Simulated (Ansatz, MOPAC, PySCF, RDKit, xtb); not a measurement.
Torsion H5–O3–C2–O1 in CH2O2 (SMILES O=CO); at each angle all else is relaxed with GFN2-xTB, and the levels are single points there.
Geometry at 0° (charge 0, multiplicity 1):
```xyz
5

O     -0.6258     1.0830     0.4975
C     -0.4165    -0.0057     0.0574
O      0.7707    -0.4900    -0.2654
H     -1.1897    -0.7633    -0.1419
H      1.4698     0.1649    -0.0965
```

| level | energy at 100° less that at 0° (meV) | minus CCSD(T)/CBS(cc-pVTZ, cc-pVQZ) | cost |
|---|---|---|---|
| MMFF94 | 612.2 | 74.9 | - |
| GFN-FF | 615.6 | 78.3 | - |
| PM3 | 423.6 | -113.7 | - |
| GFN1-xTB | 603.6 | 66.3 | - |
| GFN2-xTB | 641.2 | 103.9 | - |
| HF/3-21G | 519.3 | -18.0 | - |
| HF/6-31G* | 579.9 | 42.6 | - |
| HF/cc-pVDZ | 561.0 | 23.7 | - |
| HF/cc-pVTZ | 530.4 | -6.9 | - |
| SVWN5/def2-TZVPP | 597.8 | 60.5 | ×0.6 |
| PBE/def2-TZVPP | 573.8 | 36.6 | ×1 |
| PBE-D4/def2-TZVPP | 573.9 | 36.6 | ×1 |
| BLYP/def2-TZVPP | 556.6 | 19.3 | ×0.8 |
| BLYP-D4/def2-TZVPP | 557.0 | 19.7 | ×0.8 |
| BP86/6-31G* | 632.4 | 95.1 | - |
| r2SCAN/def2-TZVPP | 585.2 | 47.9 | ×1 |
| r2SCAN-D3(BJ)/def2-TZVPP | 585.2 | 47.9 | ×1 |
| r2SCAN-D4/def2-TZVPP | 585.2 | 47.9 | ×1 |
| B3LYP/3-21G | 601.7 | 64.4 | - |
| B3LYP/6-31G* | 611.5 | 74.2 | - |
| B3LYP/6-311+G** | 561.3 | 24.0 | - |
| B3LYP-D3(BJ)/def2-TZVPP | 552.1 | 14.8 | ×1 |
| B3LYP-D4/def2-TZVPP | 551.6 | 14.3 | ×1 |
| PBE0/def2-TZVPP | 563.2 | 25.9 | ×1 |
| PBE0-D3(BJ)/def2-TZVPP | 563.4 | 26.1 | ×1 |
| PBE0-D4/def2-TZVPP | 563.2 | 25.9 | ×1 |
| wB97M-V/def2-TZVPP | 543.0 | 5.7 | ×3 |
| MP2/6-31G* | 626.0 | 88.7 | - |
| MP2/cc-pVDZ | 602.5 | 65.2 | - |
| MP2/cc-pVTZ | 562.6 | 25.4 | - |
| MP2/cc-pVQZ | 555.5 | 18.2 | - |
| MP2/CBS(cc-pVTZ, cc-pVQZ) | 554.6 | 17.3 | - |
| SCS-MP2/cc-pVDZ | 585.7 | 48.5 | - |
| SCS-MP2/cc-pVTZ | 547.8 | 10.5 | - |
| SCS-MP2/cc-pVQZ | 541.4 | 4.1 | - |
| CCSD/cc-pVDZ | 570.5 | 33.2 | - |
| CCSD/cc-pVTZ | 534.5 | -2.8 | - |
| CCSD/cc-pVQZ | 529.1 | -8.2 | - |
| CCSD(T)/cc-pVDZ | 581.4 | 44.1 | ×1 |
| CCSD(T)/CBS(cc-pVTZ, cc-pVQZ) | 537.3 | 0.0 | ×100* |

 The comparison column counts from a level with limits of its own.

The rows run from 423.6 (PM3) to 641.2 meV (GFN2-xTB). From cc-pVDZ to cc-pVQZ MP2 changes by -47.1. The dispersion term adds 0.1 in PBE-D4, 0.5 in BLYP-D4, 0.0 in r2SCAN-D3(BJ). The 6 functionals in def2-TZVPP without D3 or D4 span 54.9, from wB97M-V to SVWN5.

On the grid 0° to 180°, 100° is the highest and 0° the lowest point at CCSD(T)/CBS(cc-pVTZ, cc-pVQZ).

Frozen-core correlation. CBS(a, b) extrapolates the correlation energy as X⁻³ and adds the Hartree–Fock energy of set b. Rows in 3-21G, 6-311+G**, 6-31G* carry no dispersion term and start afresh at each structure (6-31G* with six Cartesian d functions). MP2/6-31G* freezes PySCF's default core. The state that PM3 reach isn't checked.

Codes used: Ansatz (Gaussian orbitals); MOPAC for PM3 (differences of heats of formation); PySCF for 3-21G rows, 6-311+G** rows, 6-31G* rows, the dispersion terms; RDKit for the force fields; xtb for the GFN methods. Values without a source in brackets are computed.

Costs are rough ratios of core time to PBE/def2-TZVPP (about 1.7 s over the structures, on one shared machine); a dash marks a level with no comparable run of its own. A star marks coupled-cluster runs past 200 virtual orbitals, where the program's memory plan changes under this machine's limit, so their costs aren't comparable with smaller runs.

Ansatz is a first-principles code.
